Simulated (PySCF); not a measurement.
# What a mistake does to a calculation on CGeH5N

Calculated results; nothing here was measured. They come from PySCF 2.14.0, an open-source quantum chemistry program, on an isolated molecule that a program drew, which may never have been made. The molecule is CGeH5N (charge 0, singlet), drawn as the SMILES string `C[NH][GeH]`.

Each row is a Hartree-Fock (HF) and frozen-core CCSD(T) single point in the cc-pVDZ basis, meant for a local HF minimum. Run 1 is clean. Each other run has one planted mistake out of seven kinds, and not every kind appears here: one electron removed, one electron added, multiplicity raised by two, geometry at a saddle point, minimal basis STO-3G, one bond length entered in bohr, all coordinates scaled. The reference is restricted for singlets and unrestricted otherwise, and also for a bond in bohr. Adding or removing an electron swaps singlet and doublet. Electrons count all cores. HOMO and LUMO are orbital energies over both spins, the gradient is its largest component, and the lowest frequency (negative if imaginary) is given only where the gradient is small. Bond lengths are over the 7 bonds as drawn. T1 is the CCSD diagnostic: over 0.02 (restricted) or 0.045 (unrestricted) a single reference is doubtful. Germanium has the cc-pVDZ-PP basis, with a core potential (ECP10MDF) in place of its 10 inner electrons, and its 3s, 3p and 3d shells are frozen in CCSD(T).

Geometry of the clean run:
```xyz
8
CGeH5N, angstrom
C     0.2732    0.8168    0.1777
N     0.3114    2.2423    0.4309
Ge   -0.2533    3.5439   -0.6973
H     1.2730    0.3721    0.1981
H    -0.1526    0.6292   -0.8096
H    -0.3439    0.2888    0.9114
H     0.6951    2.4738    1.3278
H     0.1255    4.7251    0.2992
```

```
run  electrons  basis functions  <S^2>  HOMO (eV)  LUMO (eV)  gradient (hartree/bohr)  lowest frequency (cm^-1)  mean bond (Å)  longest bond (Å)      T1  HF (hartree)  CCSD(T) (hartree)                          mistake
  1         50               76  0.000      -8.87       1.57                  1.9e-05                       184         1.3050             1.813  0.0188    -388.59366         -389.04878                         no fault
  2         51               76  0.764       0.29       8.65                  4.6e-02                         -         1.3050             1.813  0.0140    -388.55883         -389.01508               one electron added
  3         49               76  1.015     -15.04      -6.45                  7.2e-02                         -         1.3050             1.813  0.0837    -388.30300         -388.71004             one electron removed
  4         50               76  0.703      -8.91       1.49                  2.2e-02                         -         1.4437             2.063  0.0646    -388.46602         -388.91940  one bond length entered in bohr
  5         50               76  2.033      -5.86       0.09                  9.6e-02                         -         1.3050             1.813  0.0155    -388.49174         -388.90550                                ?
  6         50               76  0.000      -8.73       1.74                  3.5e-02                         -         1.2580             1.747  0.0168    -388.58338         -389.03184                                ?
```

**Which mistake was planted in run 5, and what did it cost?**

Electrons, basis and geometry are unchanged, and <S^2> is 2.033, beside S(S+1) = 2.00 for a multiplicity of 3. So the mistake is: multiplicity raised by two. Subtracting run 1 and multiplying by 627.51 kcal/mol a hartree, the energy moved by 64.0 kcal/mol in HF and 89.9 kcal/mol in CCSD(T).

**Which mistake was planted in run 6, and what did it cost?**

The mean and the longest bond both change by the same factor, 0.964, and the gradient is no longer small. So the mistake is: all coordinates scaled. Subtracting run 1 and multiplying by 627.51 kcal/mol a hartree, the energy moved by 6.5 kcal/mol in HF and 10.6 kcal/mol in CCSD(T).

Cautions from the logs. Run 2: the HOMO is above zero, so the electron isn't bound and the energy depends on the basis; run 3: T1 is over the limit, so its CCSD(T) energy is less reliable; run 4: T1 is over the limit, so its CCSD(T) energy is less reliable.
